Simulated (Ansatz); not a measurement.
Relaxation of Cl₂GeH₂ (5 atoms, charge 0, multiplicity 1), to a largest force component of 0.03 eV/Å in at most 50 steps.

Level of theory: Ansatz, RKS BHLYP-D4/def2-SVP.

```xyz
5
Properties=species:S:1:pos:R:3:forces:R:3
Ge -0.058 -0.074 -0.805 -0.05 -0.01 -0.01
Cl 1.780 -0.111 2.075 0.27 0.24 -1.31
H 2.152 0.134 0.824 -0.27 -0.23 1.28
Cl -1.350 1.693 -0.732 0.01 0.02 0.01
H -1.209 -1.095 -0.432 0.03 -0.02 0.03
```

Problem. Where does it end, and by what steps?

Solution. The run converged. The force dipped under the threshold on the way, but the program's further checks kept it going. After 36 steps the energy has fallen by 0.272 eV; H3 moved furthest, 1.09 Å.

```csv
step,energy less start (eV),largest force component (eV/Å),accepted
0,0.0000,1.314,yes
2,-0.0109,1.639,yes
4,-0.1611,0.069,yes
6,-0.1443,0.430,no
8,-0.1868,0.061,yes
10,-0.1882,0.176,yes
12,-0.1907,0.005,yes
14,-0.1895,0.263,no
16,-0.1901,0.198,no
18,-0.1921,0.062,yes
20,-0.1928,0.040,yes
22,-0.1948,0.117,yes
24,-0.2026,0.110,yes
26,-0.1959,1.548,no
28,-0.2442,0.171,yes
30,-0.2671,0.050,yes
32,-0.2638,0.316,no
34,-0.2703,0.076,no
36,-0.2716,0.012,yes
```

```xyz
5
Properties=species:S:1:pos:R:3
Ge -0.203 -0.432 -1.048
Cl 1.791 -0.476 1.098
H 1.323 0.717 1.215
Cl -0.418 1.710 -0.415
H -1.177 -0.973 0.081
```

Whether the end is a true minimum wasn't checked by a vibrational analysis.

Run time: 3 min on 1 thread of Arm Neoverse N1 (shared host), peak memory 0.17 GiB.
